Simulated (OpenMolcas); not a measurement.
Ce2+: the spin-orbit constant, worked from levels

* Program: OpenMolcas
* Basis: ANO-RCC-VTZP [8s7p5d3f2g1h]
* Scalar Hamiltonian: DKH2, point nucleus
* Active space: 2 electrons in 7 orbitals (4f)
* State averaging: 2S+1 = 3 even, 21 roots; 2S+1 = 1 even, 28 roots
* Spin-orbit coupling: RASSI with atomic mean-field integrals over the reference wave functions, term energies averaged over their components

Methods: CASSCF; SS-CASPT2, IPEA 0.25 Eh, imaginary shift 0.1 Eh (closed shells correlated: 5s 5p). Measured levels: Martin, Zalubas and Hagan, Atomic Energy Levels: The Rare-Earth Elements, NSRDS-NBS 60 (1978).

**The spin-orbit constant.** For the Hund term ³H of f2, E(J) = (A/2) J(J+1) + constant and ζ = 2S·A = 2A. From J = 4 to J = 6 the energy changes by 11 A.

```
   Source  E(6) - E(4)      A    ζ
   CASSCF       3415.8  310.5  621
SS-CASPT2       3440.6  312.8  626
 measured       3127.1  284.3  569
```

All in cm-1. SS-CASPT2 is off by +10.0 % and CASSCF by +9.2 %. Both methods take the spin-orbit matrix elements from the reference wave functions, so the second can move ζ only through the term energies and any multistate remixing. Second-order mixing with other terms is absorbed into this ζ.

CASPT2 does not keep the components of a term degenerate, so their means are used; among the terms shown or strongly mixed into the levels shown the widest spread is 67 cm-1 (4f² ³H, SS-CASPT2). Over all roots computed the reference weight is 0.84 to 0.92 in SS-CASPT2; the roots of lowest weight are the least certain, and an intruder state may touch them. Without dynamic correlation excited terms often stand tens of per cent too high (terms of higher spin than the ground term too low), and those without a measured partner can miss by more than the paired ones (holds for CASSCF). Computed and measured levels are paired by configuration, term and J; levels that our copy of the source lacks, or whose pairing is in doubt (as where it misses far off the trend of its configuration), stay unpaired and out of the deviations. Only configurations of the active space appear.
